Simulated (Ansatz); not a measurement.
Mg₃Zn⁺. The state is a doublet with charge 1. Geometry PBE/def2-TZVP; atoms count from 1.

Cartesian coordinates in Å:
```
Mg -1.108 0.779 -0.966
Mg 1.457 2.143 0.233
Mg -1.239 -2.276 -0.235
Zn 0.890 -0.646 0.968
```

The structure comes from a short search, and lower isomers may exist.

Estimate the Mulliken populations from the PBE0/def2-TZVP orbitals of Ansatz.


| atom | charge (e) | spin (α − β) | d electrons |
| --- | --- | --- | --- |
| Mg1 | 0.29 | 0.14 | – |
| Mg2 | 0.26 | 0.42 | – |
| Mg3 | 0.26 | 0.42 | – |
| Zn4 | 0.20 | 0.02 | 10.02 |
Mulliken values and Mayer orders depend strongly on the basis.

Where does the spin sit?

Summed by element: Mg 0.98, Zn 0.02, of 1 unpaired in all. Largest on single atoms: Mg2 0.42, Mg3 0.42, Mg1 0.14.

And the Mayer bond orders between bonded heavy atoms (over 0.3)?

Mg1–Zn4 0.30 (3.12 Å); Mg2–Zn4 0.46 (2.94 Å); Mg3–Zn4 0.46 (2.94 Å); Mg1–Mg2 0.59 (3.14 Å); Mg1–Mg3 0.59 (3.14 Å).
